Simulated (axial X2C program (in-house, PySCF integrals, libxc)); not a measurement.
**Nuclear properties of GaP⁻**

Computed with an axial X2C code built on PySCF integrals: two-component X2C with atomic mean-field Coulomb and Gaunt terms, Gaussian nuclei, basis Ga dyall-acv3z, P dyall-av3z with contracted cores.

R = 2.132 Å (near the PBE0 minimum at charge -1 of the determinant lowest at the starting distance; the state shown can have its own minimum elsewhere).

Determinant 0.00 eV from it at PBE0 and this distance, Ω = 3/2 (⟨Sz⟩ = 0.50, ⟨Lz⟩ = 1.00 at PBE0), spin on the atoms Ga 0.03, P 0.47:

```tsv
level	Eeff magnitude (GV/cm)	Ws magnitude Ga (kHz)	Ws magnitude P (kHz)	A∥/gI Ga (MHz)	qzz Ga (a.u.)	A∥/gI P (MHz)	qzz P (a.u.)
PBE0	0.0522	0.0178	0.00183	50.1	-3.48	96.6	-1.31
HF	0.141	0.0385	0.0038	52.4	-3.89	82.5	-1.37
PBE	0.0414	0.0155	0.00149	54.6	-3.25	98.4	-1.30
PBE50	0.0618	0.0197	0.00216	45.9	-3.68	95.6	-1.32
BHandHLYP	0.0562	0.0188	0.00171	47.3	-3.67	102	-1.36
```

Eeff is the effective electric field on the electron electric dipole moment in this Ω state and Ws the scalar–pseudoscalar constant of the nucleus named (defined with the proton number Z and per Ω); A∥ (defined per Ω) follows by multiplying with gI = μI/(I μN); qzz is the electric field gradient, eQq0 = 234.96 MHz × Q/barn × qzz. The operators were transformed with the bare-nucleus X2C matrices; with these basis sets, hyperfine constants and field gradients can be off by tens of per cent, and where levels differ in sign neither size nor sign is settled.

(1) With gI(69Ga) = 1.3444, Q(69Ga) = 0.171 barn, gI(31P) = 2.2632 (g factors from the IAEA table of nuclear moments by Stone; Q from Pyykkö, Mol. Phys. 2018), turn the PBE0 values of the first state into constants in MHz.

Each state is one determinant with collinear spin. Unrestricted Hartree–Fock can overshoot spin polarisation at the nuclei. For an anion, determinants above electron detachment, or with a positive highest level, are held by the basis set. Where Eeff spreads by more than a factor of two the levels disagree and none is to be relied on. At PBE, PBE0, PBE50 a later determinant lies lower. States lie within half an eV, so the first need not be the ground state. Further determinants of the search, some of them spin-mixed, are not shown.

## Answers

(1) A∥(69Ga) = 50.1 × 1.3444 = 67.4 MHz; eQq0(69Ga) = 234.96 × (0.171) × (-3.48) = -140 MHz; A∥(31P) = 96.6 × 2.2632 = 219 MHz.
